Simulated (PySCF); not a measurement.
Species: C₅H₁₂B₂O₂.
Bonds: O1–B2, B2–O3, B2–B4, B4–C5, C5–C6, C6–C7, C7–C8, C8–C9, B4–C9. Hydrogens: H10 on O1; H11 on O3; H12, H13 on C5; H14, H15 on C6; H16, H17 on C7; H18, H19 on C8; H20, H21 on C9.

The closed-shell ground state was solved at several levels (PySCF, density fitting, gas phase, non-relativistic). One conformer (not necessarily the lowest) at the PBE0-D3(BJ)/def2-SVP geometry, without solvent, vibrations or thermal averaging.

```tsv
level	basis functions	HOMO (eV)	LUMO (eV)	gap (eV)	dipole (D)
B3LYP/def2-SVPD	282	-7.21	-1.40	5.81	2.24
PBE0/pcSseg-1	213	-7.37	-1.12	6.25	2.56
```

Question: Estimate the row for HF/pcSseg-1, a basis of 213 functions; the other rows only guide the guess.

Answer: HOMO -10.57 eV, LUMO 2.49 eV, gap 13.06 eV, dipole 2.66 D.

Question: Over all these levels, which gives the widest orbital gap and which the narrowest?

Answer: HF/pcSseg-1 (Hartree–Fock, all exact exchange) has the widest, 13.06 eV, and B3LYP/def2-SVPD (global hybrid, 20 % exact exchange) the narrowest, 5.81 eV. Functional and basis both differ between the two, so the spread mixes both effects. The HOMO need not be the same orbital at Hartree–Fock and at DFT levels.

Question: How far do the dipole and the HOMO energy spread over the levels?

Answer: The dipole runs from 2.24 to 2.66 D (mean 2.49 D) and the HOMO from -10.57 to -7.21 eV.
